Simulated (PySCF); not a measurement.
Al(OSiH3)2 (AlH₆O₂Si₂), SMILES [SiH3][O][Al+][O][SiH3], charge +1.

Coordinates come from a PBE0-D3(BJ)/def2-SVP optimisation. The spin state was assumed, not searched. The isomer is the one that the SMILES or the coordinates give; other isomers of the formula were not compared. One conformer was computed; it need not be the lowest.

These are TDDFT-PBE0/def2-SVPD (PySCF 2.14.0) values and carry that method's errors.

Vertical excitations; the highest root listed may be one member of a degenerate set.  State labels are in the subgroup C2.

```
state  symmetry  energy (eV)  λ (nm)      f                            main pairs
-----  --------  -----------  ------  -----  ------------------------------------
S1            A         4.51     275  0.000            HOMO→LUMO (degenerate set)
S2            B         4.51     275  0.000          HOMO−1→LUMO (degenerate set)
S3            A         4.68     265  0.014          HOMO−2→LUMO (degenerate set)
S4            B         4.68     265  0.014          HOMO−3→LUMO (degenerate set)
S5            A         6.61     188  0.000          HOMO−4→LUMO (degenerate set)
S6            B         6.61     188  0.000          HOMO−5→LUMO (degenerate set)
S7            B         6.91     179  0.040          HOMO−6→LUMO (degenerate set)
S8            A         6.91     179  0.040          HOMO−7→LUMO (degenerate set)
S9            A         7.14     174  0.000  HOMO−1→LUMO+1 49 %, HOMO→LUMO+2 49 %
S10           A         7.15     173  0.002  HOMO→LUMO+2 49 %, HOMO−1→LUMO+1 49 %
T1            A         4.36     284      0            HOMO→LUMO (degenerate set)
T2            B         4.36     284      0          HOMO−1→LUMO (degenerate set)
T3            B         4.47     277      0          HOMO−3→LUMO (degenerate set)
T4            A         4.47     277      0          HOMO−2→LUMO (degenerate set)
```
Triplets are in the Tamm–Dancoff approximation, which puts them higher than full response would, so one can lie above its singlet here.
